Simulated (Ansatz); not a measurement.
The same path of Cl3FH2NTa + H (9 atoms, charge 0, multiplicity 2) was run twice with different band settings. Made: F2–H9.

The calculation used UKS PBE/def2-SVP (Ansatz).

Relaxed end points:

```xyz
9
Properties=species:S:1:pos:R:3
Ta -0.171 0.008 -0.015
F 1.717 0.051 0.032
Cl -0.213 -0.129 2.330
Cl -0.094 -0.229 -2.351
Cl -1.467 1.927 -0.088
N -1.164 -1.693 -0.004
H -1.453 -2.181 0.850
H -1.409 -2.217 -0.850
H 4.829 0.073 0.094
```

```xyz
9
Properties=species:S:1:pos:R:3
Ta -0.185 0.220 -0.160
F 1.910 -0.982 -0.256
Cl 1.133 0.772 1.788
Cl 0.119 0.607 -2.432
Cl -2.010 1.573 0.310
N -0.740 -1.641 0.036
H -1.699 -1.961 0.223
H -0.109 -2.450 -0.075
H 2.155 -0.528 0.566
```

Common settings: movable images 9; climbing image yes; spring 5.0 eV/Å²; optimiser quadratic models (default); start path through a guess of the saddle point; end points relaxed.

| run | force threshold | iteration limit |
| --- | --- | --- |
| 1 | 0.05 eV/Å | 49 |
| 2 | 0.5 eV/Å | 54 |

(1) What does each run give, and how far can it be trusted?

Results:

(1) Run 1: converged after 43 iterations, highest image 0.142 eV above the first end. The profile has 2 maxima (images 4, 8) with wells between them (image 6): this band takes more than one step, which may be the mechanism or a detour left from its start path. A vibrational analysis at the climbing image gives one clearly imaginary mode, 668i cm⁻¹, and a faint second one (35i cm⁻¹) that may be numerical noise or a soft torsion: probably a first-order saddle point.
Run 2: converged after 9 iterations, highest image 0.528 eV above the first end. The threshold of 0.5 eV/Å is loose, so the images may lie well off the minimum-energy path. The profile has 2 maxima (images 4, 7) with wells between them (image 5): this band takes more than one step, which may be the mechanism or a detour left from its start path. The order of the point at the top wasn't checked. Another band between the same ends, with other settings, climbed to 0.142 eV only, so this figure is probably too high.
